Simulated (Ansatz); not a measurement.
`CC1BB1F` + H₂ → `FB1BC1` + CH₄ at 298.15 K and 1 bar (hydrogenolysis of a C–C bond).

Gas-phase electronic energies from Ansatz, PBE0-D4/def2-TZVP geometries. CBS: MP2 limit from def2 TZ/QZ plus the TZ coupled-cluster correction, frozen cores. This one scheme is used for every species.

| species | CCSD(T)/CBS energy (Eh) | H − E (kJ/mol) | S (J/(mol·K)) |
| --- | --- | --- | --- |
| `CC1BB1F` | -228.47517 | 206.8 | 329.2 |
| H₂ | -1.17544 | 35.1 | 130.4 |
| `FB1BC1` | -189.21287 | 126.4 | 291.8 |
| CH₄ | -40.46206 | 127.4 | 186.2 |

H − E and S are ideal-gas, rigid-rotor, harmonic terms from PBE0-D4/def2-TZVP. The MP2-based limit puts H₂ 0.8 mEh under its directly extrapolated value; such offsets cancel only in part. 1 Eh = 2625.50 kJ/mol, R = 8.31446 J/(mol·K).

Problem. By hand: ΔE, ΔH, ΔS and ΔG.

Solution. ΔE = (-189.21287) + (-40.46206) − (-228.47517) − (-1.17544) = -0.02432 Eh = -63.9 kJ/mol. Δ(H − E) = 126.4 + 127.4 − 206.8 − 35.1 = 11.9, so ΔH = -52.0 kJ/mol. ΔS = 291.8 + 186.2 − 329.2 − 130.4 = 18.4 J/(mol·K). ΔG = -52.0 − 298.15 × (18.4)/1000 = -57.5 kJ/mol.

Problem. By hand: the equilibrium constant, and the temperature at which ΔG would vanish if ΔH and ΔS stayed fixed.

Solution. log₁₀ K = −ΔG/(RT ln 10) = 10.1. ΔH and −TΔS have one sign here, so there is no such temperature.

ΔH outweighs TΔS. A doubt of 5 kJ/mol in ΔE shifts log₁₀ K by 0.9 here. Modes under 60 cm⁻¹, often nearly free rotors, make the harmonic entropy too high. These are equilibria of isolated gas molecules and say nothing of rates. Largest T1 diagnostic: 0.013 (customary marks: 0.02 for closed shells, 0.045 for open ones).
